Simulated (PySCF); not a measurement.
Si(H)(OMe)2(SMe), SMILES CO[SiH](OC)SC (C3H10O2SSi), GFN2-xTB optimised geometry.

```
17

Si     0.25    -0.03     0.00
O     -0.45    -0.82    -1.21
C     -0.58    -0.43    -2.55
O     -0.03    -0.80     1.39
C     -1.23    -1.28     1.93
S     -0.50     1.99     0.00
C      0.15     2.55     1.60
H      1.70    -0.03     0.00
H      0.37    -0.54    -3.07
H     -1.32    -1.08    -3.02
H     -0.91     0.61    -2.63
H     -1.70    -1.99     1.25
H     -0.99    -1.78     2.87
H     -1.93    -0.46     2.13
H     -0.31     3.51     1.82
H      1.23     2.66     1.53
H     -0.10     1.83     2.37
```

Density from B3LYP/def2-SVP in PySCF 2.14.0 at that geometry.

Minimum of the electron density along straight lines between bonded atoms, close to the bond critical point (lines longer than 1.1 times the sum of covalent radii, or with two minima, are not listed):

| bond | length / Å | ρ at the minimum / e bohr⁻³ | ∇²ρ there / e bohr⁻⁵ | position (fraction from the first atom) |
|---|---|---|---|---|
| Si1–O2 | 1.613 | 0.133 | 1.13 | 0.41 |
| O2–C3 | 1.400 | 0.253 | -0.27 | 0.66 |
| Si1–O4 | 1.611 | 0.133 | 1.15 | 0.41 |
| O4–C5 | 1.403 | 0.252 | -0.31 | 0.66 |
| Si1–S6 | 2.152 | 0.095 | 0.15 | 0.35 |
| S6–C7 | 1.821 | 0.176 | -0.30 | 0.54 |
| Si1–H8 | 1.450 | 0.123 | 0.35 | 0.49 |
| C3–H9 | 1.092 | 0.283 | -1.08 | 0.64 |
| C3–H10 | 1.090 | 0.285 | -1.10 | 0.64 |
| C3–H11 | 1.091 | 0.284 | -1.09 | 0.64 |
| C5–H12 | 1.091 | 0.284 | -1.09 | 0.64 |
| C5–H13 | 1.090 | 0.284 | -1.10 | 0.64 |
| C5–H14 | 1.093 | 0.282 | -1.07 | 0.63 |
| C7–H15 | 1.085 | 0.281 | -1.07 | 0.64 |
| C7–H16 | 1.085 | 0.282 | -1.07 | 0.64 |
| C7–H17 | 1.085 | 0.282 | -1.08 | 0.64 |
